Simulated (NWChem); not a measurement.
CH₂F₃In; SMILES F[C](F)(F)[InH2]

```xyz
7

In    -0.0030    -1.0207    -0.0034
C     -0.0053     1.2073    -0.0054
F     -1.2105     1.7474    -0.2498
F      0.8360     1.7201    -0.9214
F      0.3926     1.6839     1.1915
H      1.5473    -1.7760     0.0076
H     -1.5338    -1.8157     0.0067
```
Atoms are numbered in this order, from 1.

Program: NWChem. The geometry was optimised at PBE0/def2-SVP. def2 effective core potentials on In; no spin-orbit coupling. Hybrids' shares of exact exchange are those that their runs print; pure functionals count as 0. The functionals differ in more than this share.

```csv
row,share of exact exchange,highest occupied level (eV)
PBE/def2-SVP,0.00,-6.53
KT2/def2-SVP,0.00,-6.69
TPSSh/def2-SVP,0.10,withheld
B3LYP/def2-SVP,0.20,-7.74
PW6B95/def2-SVP,0.28,-8.10
```

Fit a straight line of the last column on the one before it, predict the withheld value, and compare with the run.


1. Means of the 4 shown rows: x = 0.120, y = -7.265. Slope Σ(x − x̄)(y − ȳ)/Σ(x − x̄)² = -0.3288/0.06080 = -5.408; intercept -6.616.
2. The shown rows scatter about the line by 0.062 (root mean square); the largest residual is +0.09, at PBE/def2-SVP.
3. At x = 0.10 (TPSSh/def2-SVP; inside the shown range) the line gives -7.16.
4. The run gives -7.26, -0.10 from the line, 1.6 times the scatter.
